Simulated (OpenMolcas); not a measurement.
**Mn IV: CASPT2 settings compared**

```json
{
 "Program": "OpenMolcas 26.06",
 "Basis": "ANO-L-VQZP [7s6p4d3f2g]",
 "Scalar Hamiltonian": "non-relativistic, point nucleus",
 "Active space": "4 electrons in 5 orbitals (3d)",
 "State averaging": "2S+1 = 5 even, 5 roots; 2S+1 = 3 even, 45 roots kept (CI in the orbitals of an earlier block); 2S+1 = 1 even, 50 roots kept (CI in the orbitals of an earlier block)",
 "Spin-orbit coupling": "RASSI with atomic mean-field integrals over the reference wave functions, term energies averaged over their components"
}
```

Methods on the same reference wave functions:
A. CASSCF
B. SS-CASPT2, IPEA 0.1 Eh, real shift 0.5 Eh (closed shells correlated: none)
C. SS-CASPT2, IPEA 0.75 Eh, imaginary shift 0.25 Eh (closed shells correlated: 2s 2p 3s 3p)
D. MS-CASPT2, IPEA 0.75 Eh, imaginary shift 0.25 Eh (closed shells correlated: 2s 2p 3s 3p)
E. MS-CASPT2, IPEA 0.1 Eh, real shift 0.5 Eh (closed shells correlated: none)
F. XMS-CASPT2, IPEA 0.2 Eh, sigma1 regulariser 0.15 Eh (closed shells correlated: 2s 2p 3s 3p)

Energies in cm-1 above 3d4 5D0, the measured ground level; measured values from Corliss and Sugar, J. Phys. Chem. Ref. Data 6, 1253 (1977).

```
     Level      A      B      C      D      E      F  Measured
   3d4 5D0    0.0    0.0    0.0    0.0    0.0    0.0       0.0
   3d4 5D1    102    103    103    103    103    103      99.0
   3d4 5D2    300    303    303    303    304    303       287
   3d4 5D3    589    593    593    593    593    592       552
   3d4 5D4    959    962    961    962    962    961       886
   3d4 3H4  24003  23100  22570  22570  23100  23070     21281
   3d4 3H5  24217  23320  22800  22800  23330  23300     21475
   3d4 3H6  24457  23570  23050  23050  23570  23550     21679
3d4 3P0(1)  25898  22060  22100  22080  22040  22360     20654
3d4 3P1(1)  26508  22670  22730  22720  22660  22990     21279
3d4 3P2(1)  27605  23770  23820  23810  23760  24090     22325
3d4 3F2(1)  27657  24900  24500  24490  24870  24590     22791
3d4 3F3(1)  27726  24990  24570  24560  24970  24670     22862
3d4 3F4(1)  27842  25100  24680  24680  25100  24790     22959
   3d4 3G3  30310  28270  27070  27080  28270  27360     25440
   3d4 3G4  30569  28530  27340  27340  28530  27620     25671
   3d4 3G5  30787  28770  27560  27560  28770  27850     25878
   3d4 1I6  36148  35000  33510  33510  35000  34370          
3d4 1G4(1)  38166  35090  33120  33100  35070  33430          
   3d4 3D3  39191  35630  33460  33460  35630  33520     31385
   3d4 3D2  39275  35700  33550  33550  35700  33600     31474
   3d4 3D1  39368  35800  33640  33640  35800  33700     31581
3d4 1S0(1)  44381  39150  36240  36200  39100  36190          
3d4 1D2(1)  47468  42380  41610  41610  42370  41980
```

Deviations, from unrounded energies. A percentage is the sum of absolute deviations over the sum of measured energies, with the sign that they share, or ± where signs differ.

```tsv
Against measurement	Levels	A	B	C	D	E	F
mean absolute deviation (cm-1)	19	4000	2000	1300	1300	2000	1500
fine structure of the ground term (%)	4	+6.9	+7.5	+7.5	+7.5	+7.6	+7.4
other terms of the ground configuration (%)	15	+20.8	+10.2	+6.7	+6.7	+10.1	+7.7
```

C, D lie about equally close to measurement and A furthest from it. The largest miss of D in the table is 3d4 3D3, by +2100 cm-1. The ranking rests on the paired levels alone, and a cruder setting can come out closer through cancelling errors.

Among B to F the level of the table that moves most is 3d4 1S0(1), by 3000 cm-1 (lowest in F, highest in B). Moves below CASPT2's spread within the term are not significant.

The mean deviations of B to F differ by less than CASPT2's widest spread within a term (2400 cm-1), so their order carries little weight.

From A to B the spin-free energies of the other terms of 3d4 shown, above 5D, scale by factors of 0.85 to 0.97, as is usual when dynamic correlation screens the repulsion within a d or f shell.

The lowest spin-free term lies below A's lowest term by 0.047 hartree in B, 0.418 hartree in C, 0.418 hartree in D, 0.047 hartree in E, 0.440 hartree in F.

CASPT2 does not keep the components of a term degenerate, so their means are used; among the terms shown or strongly mixed into the levels shown the widest spread is 2400 cm-1 (3d4 1I, D). Terms from blocks run as CI alone lack orbitals of their own. The CASPT2 spread within a term exceeds the gap to the next term for 3d4 1I and 3d4 3D, so the order of their levels is uncertain (figures for C; the like holds for D, E, F). Without dynamic correlation excited terms often stand tens of per cent too high (terms of higher spin than the ground term too low), and those without a measured partner can miss by more than the paired ones (holds for A). Measured partners are found by configuration, term and J. A level has none where our copy of the source lacks it or the pairing is in doubt (some pairs that miss far off the trend of their configuration count as doubtful), and it then counts in no deviation. Only configurations of the active space appear. Levels that lie high or do not pair safely by name in every column are left out.

A number in round brackets counts repeated terms of one configuration in the order of the reference energies.
